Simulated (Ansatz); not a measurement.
**BH2Br (SMILES BBr): methods side by side**

BH2Br: 4 atoms, total charge 0, spin state singlet. SMILES: `BBr`. The coordinates come from a PBE0-D4/def2-TZVP relaxation.

```xyz
4

B    -0.1539    0.0250   -0.0969
Br    1.4701   -0.3634    0.7908
H    -1.1112   -0.6173    0.1917
H    -0.1495    0.8954   -0.9059
```

Each level gives the energy change with the B1–H3 bond stretched from 1.188 to 2.971 Å (eV). The values are calculated.

```csv
level,kind,program,value (eV),less FCI/STO-3G
HF/STO-3G (restricted),Hartree–Fock,Ansatz,9.99,+4.60
SVWN5/STO-3G (restricted),LDA,Ansatz,7.22,+1.83
BLYP/STO-3G (restricted),GGA,Ansatz,6.73,+1.34
PBE0/STO-3G (restricted),global hybrid,Ansatz,7.81,+2.42
wB97M-V/STO-3G (restricted),range-separated hybrid,Ansatz,8.18,+2.79
B2PLYP/STO-3G (restricted),double hybrid,Ansatz,7.27,+1.88
RPA@PBE/STO-3G (restricted),RPA,Ansatz,6.38,+0.99
CCSDT/STO-3G (restricted),coupled cluster or CI,Ansatz,5.40,+0.01
FCI/STO-3G,exact in the basis,Ansatz,5.39,0.00
```

FCI/STO-3G is exact within its basis and frozen core, so for wave-function methods in that basis the difference is their error; functionals converge differently with the basis, so for them it is only a difference. A spin-restricted reference rises too steeply as a bond breaks; here HF/STO-3G, SVWN5/STO-3G, BLYP/STO-3G, PBE0/STO-3G, wB97M-V/STO-3G, B2PLYP/STO-3G, RPA@PBE/STO-3G lie well above the multireference or unrestricted value. All-electron rows without a relativistic Hamiltonian named are non-relativistic. The first shape isn't each level's own minimum. The values span 5.39 to 9.99 eV. All rows use very small basis sets, so none should be taken for the real molecule's value. In the correlated wave-function rows the outer d shell of Br is correlated, in sets not made for it.
